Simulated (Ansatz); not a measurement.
Born–Oppenheimer molecular dynamics of Cl2H2OSn (6 atoms, charge 0, multiplicity 1). It goes on from the last frame of an earlier run, with new velocities.

Theory: Ansatz, RKS B3LYP/def2-SVP.

```yaml
ensemble: NVE (velocity Verlet)
time_step: 0.5 fs
steps_asked: 100
starting_velocities_drawn_for: 500 K
seed: 658852
```

First frame:

```xyz
6
Properties=species:S:1:pos:R:3
Sn 0.041 -0.016 0.241
H 0.276 0.015 1.866
Cl 1.919 -0.036 -1.154
Cl -1.385 1.720 -0.406
O -1.111 -1.545 -0.311
H -0.857 -2.094 -1.154
```

(1) How far do the bonds stretch over the last three quarters of this one trajectory? (Pairs bonded in most of those frames.)

## Answers

(1) 
| bond | mean (Å) | spread (Å) | shortest | longest |
| --- | --- | --- | --- | --- |
| Sn1–H2 | 1.721 | 0.077 | 1.60 | 1.82 |
| Sn1–Cl3 | 2.427 | 0.021 | 2.37 | 2.45 |
| Sn1–Cl4 | 2.353 | 0.024 | 2.32 | 2.39 |
| Sn1–O5 | 1.971 | 0.061 | 1.90 | 2.07 |
| O5–H6 | 0.974 | 0.047 | 0.91 | 1.04 |

Mean temperature of the second half: 620 K. The conserved energy stayed within 0.57 meV per atom of its start (net change -0.57 meV per atom), so the integration is sound. A run of 0.05 ps of so small a system gives no equilibrium averages.

Run time: 6.4 min on 1 thread of Arm Neoverse V2, with other jobs on the host, peak memory 0.18 GiB.
